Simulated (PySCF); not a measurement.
Ligands exchanged one at a time, Sn OCH3-SiH3. Isolated molecules, 0 K electronic values unless said otherwise. One relaxed conformer stands for each flexible species; it need not be the lowest. Strings in code marks are SMILES.

Level of theory: PBE0-D4/def2-TZVP // PBE0-D4/def2-SVP in PySCF 2.14.0. Excitations are Tamm–Dancoff values on a coarser integration grid. The basis has no diffuse functions, so Rydberg states are missing or too high.

| species | HOMO–LUMO gap (eV) | T1 excitation (TDA) (eV) | LUMO (eV) |
|---|---|---|---|
| 0 of 4 OCH3 replaced by SiH3 (`C[O][Sn]([O]C)([O]C)[O]C`) | 6.30 | 4.41 | ___ |
| 1 of 4 OCH3 replaced by SiH3 (`C[O][Sn]([SiH3])([O]C)[O]C`) | ___ | 4.76 | -1.03 |
| 2 of 4 OCH3 replaced by SiH3 | 6.47 | 4.85 | -0.90 |
| 3 of 4 OCH3 replaced by SiH3 (`C[O][Sn]([SiH3])([SiH3])[SiH3]` (C–O–Sn–Si torsion 61°)) | 5.92 | 4.19 | -1.13 |
| 4 of 4 OCH3 replaced by SiH3 (`[SiH3][Sn]([SiH3])([SiH3])[SiH3]`) | 7.13 | – | ___ |

Question: Complete the blanks.

Answer: 
- 0 of 4 OCH3 replaced by SiH3 (`C[O][Sn]([O]C)([O]C)[O]C`), LUMO (eV): -1.65
- 1 of 4 OCH3 replaced by SiH3 (`C[O][Sn]([SiH3])([O]C)[O]C`), HOMO–LUMO gap (eV): 6.46
- 4 of 4 OCH3 replaced by SiH3 (`[SiH3][Sn]([SiH3])([SiH3])[SiH3]`), LUMO (eV): -0.48
